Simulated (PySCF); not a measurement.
C5H4BF, SMILES C#C[C@@H]1C=CB1F.

Coordinates come from a B3LYP-D3(BJ)/def2-SVP optimisation. The structure was generated by enumeration; whether it is a known compound was not checked.

Level of theory: TDDFT-B3LYP/def2-SVPD run with PySCF.

Vertical excitations. 

Computed UV-visible absorptions:
| state | energy (eV) | λ (nm) | f | main pairs |
|---|---|---|---|---|
| S1 | 4.50 | 275 | 0.020 | HOMO→LUMO 97 % |
| S2 | 4.92 | 252 | 0.008 | HOMO−1→LUMO 97 % |
| S3 | 6.11 | 203 | 0.053 | HOMO−2→LUMO 57 %, HOMO−3→LUMO 16 %, HOMO→LUMO+1 13 % |
| S4 | 6.18 | 201 | 0.034 | HOMO→LUMO+1 49 %, HOMO−2→LUMO 25 %, HOMO→LUMO+4 11 % |
| S5 | 6.32 | 196 | 0.007 | HOMO−3→LUMO 79 % |
| S6 | 6.56 | 189 | 0.006 | HOMO→LUMO+3 30 %, HOMO−1→LUMO+1 29 %, HOMO→LUMO+2 15 %, HOMO−1→LUMO+4 8 % |
| S7 | 6.75 | 184 | 0.007 | HOMO−1→LUMO+3 37 %, HOMO−1→LUMO+2 23 %, HOMO→LUMO+1 10 %, HOMO−1→LUMO+6 9 % |
| S8 | 6.86 | 181 | 0.006 | HOMO→LUMO+2 34 %, HOMO→LUMO+4 21 %, HOMO→LUMO+1 19 %, HOMO−1→LUMO+3 8 % |
| S9 | 6.94 | 179 | 0.002 | HOMO−4→LUMO 88 % |
| S10 | 7.01 | 177 | 0.013 | HOMO→LUMO+2 34 %, HOMO→LUMO+4 33 %, HOMO−1→LUMO+1 7 %, HOMO−4→LUMO 7 % |
| T1 | 4.06 | 305 | 0 | HOMO−2→LUMO 57 %, HOMO→LUMO 37 % |
| T2 | 4.29 | 289 | 0 | HOMO→LUMO 56 %, HOMO−2→LUMO 37 % |
| T3 | 4.75 | 261 | 0 | HOMO−1→LUMO 91 % |
| T4 | 5.38 | 231 | 0 | HOMO−1→LUMO+1 18 %, HOMO−1→LUMO+4 18 %, HOMO→LUMO+3 13 %, HOMO→LUMO+2 11 % |
Triplets are in the Tamm–Dancoff approximation, which puts them higher than full response would, so one can lie above its singlet here.
